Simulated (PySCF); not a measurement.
Compound: C6H5NO.
Cartesian coordinates in Å at the GFN2-xTB level; atoms count from 1:
```
atom  x, y, z in Å
O1     3.090    0.691    0.146
C2     2.349   -0.238   -0.041
C3     0.874   -0.157   -0.029
C4     0.222    1.052    0.211
C5    -1.163    1.065    0.208
C6    -1.837   -0.122   -0.032
C7    -1.092   -1.274   -0.260
N8     0.225   -1.297   -0.260
H9     2.720   -1.258   -0.245
H10    0.807    1.940    0.391
H11   -1.707    1.981    0.389
H12   -2.916   -0.158   -0.043
H13   -1.576   -2.223   -0.452
```

NICS = −σ at a ghost point: NICS(0) at the centroid of the ring atoms, NICS(1) 1 Å to either side along the normal of their mean plane, zz for the tensor component along that normal. Level: GIAO PBE0/pcSseg-1 (PySCF, non-relativistic, gas phase) on the GFN2-xTB geometry, one conformer.

Ring bond lengths (Å), with Mayer bond orders in brackets: C3–C4 1.395 (1.30), C4–C5 1.385 (1.43), C5–C6 1.386 (1.42), C6–C7 1.391 (1.38), C7–N8 1.316 (1.51), N8–C3 1.332 (1.42).

Problem. What do the NICS probes read (ppm)?

Solution. 
```tsv
ring	type	NICS(0)	NICS(1), two faces	NICS(1)zz, two faces	rms pucker (Å)	centre to ring atoms, mean (Å)
C3–C4–C5–C6–C7–N8	6-membered ring with N; formal bonds all aromatic	-7.2	-11.4 / -11.4	-28.4 / -28.4	0.00	1.37
```

Problem. What do they say, and how far can they be read as aromaticity?

Solution. 
- C3–C4–C5–C6–C7–N8: mean NICS(1)zz -28.4 ppm, shielded. The ring is flat and has no four-coordinate atom; by the NICS criterion it is aromatic.

Problem. And the bond-length index? Use HOMA with the parameters of Krygowski (1993).

Solution. 
- C3–C4–C5–C6–C7–N8: HOMA 0.99; the largest term is that of C7–N8, α(R − Ropt)² = 0.03. The geometric and the magnetic index point the same way.

Problem. List the ring angles and the Hirshfeld charges of the ring atoms.

Solution. 
- C3–C4–C5–C6–C7–N8: C3 122.9° (+0.042 e), C4 118.4° (-0.035 e), C5 118.6° (-0.024 e), C6 118.5° (-0.037 e), C7 123.4° (+0.021 e), N8 118.2° (-0.147 e); sum 720.0° against 720° for a flat convex ring.

Problem. What are the shieldings of the ring atoms and their hydrogens in the same run (means over atoms taken as equivalent)?

Solution. 
```json
{"atoms": "C3", "environment": "substituted aromatic carbon", "σ isotropic (ppm)": "29.5", "principal values of the symmetric part, first atom (ppm)": "-71.8, 15.5, 145.0"}
{"atoms": "C4", "environment": "aromatic CH carbon", "σ isotropic (ppm)": "58.5", "principal values of the symmetric part, first atom (ppm)": "-52.1, 37.3, 190.2"}
{"atoms": "C5", "environment": "aromatic CH carbon", "σ isotropic (ppm)": "44.2", "principal values of the symmetric part, first atom (ppm)": "-70.6, 20.9, 182.2"}
{"atoms": "C6", "environment": "aromatic CH carbon", "σ isotropic (ppm)": "53.9", "principal values of the symmetric part, first atom (ppm)": "-60.5, 44.9, 177.3"}
{"atoms": "C7", "environment": "aromatic CH next to a ring nitrogen", "σ isotropic (ppm)": "31.2", "principal values of the symmetric part, first atom (ppm)": "-77.1, 23.3, 147.5"}
{"atoms": "N8", "environment": "pyridine-type nitrogen", "σ isotropic (ppm)": "-99.2", "principal values of the symmetric part, first atom (ppm)": "-430.8, -163.6, 296.7"}
{"atoms": "H10", "environment": "aromatic hydrogen", "σ isotropic (ppm)": "23.33", "principal values of the symmetric part, first atom (ppm)": "19.7, 22.9, 27.4"}
{"atoms": "H11", "environment": "aromatic hydrogen", "σ isotropic (ppm)": "23.52", "principal values of the symmetric part, first atom (ppm)": "20.3, 23.4, 26.9"}
{"atoms": "H12", "environment": "aromatic hydrogen", "σ isotropic (ppm)": "24.10", "principal values of the symmetric part, first atom (ppm)": "21.6, 23.2, 27.5"}
{"atoms": "H13", "environment": "aromatic hydrogen", "σ isotropic (ppm)": "22.57", "principal values of the symmetric part, first atom (ppm)": "18.7, 22.5, 26.5"}
```
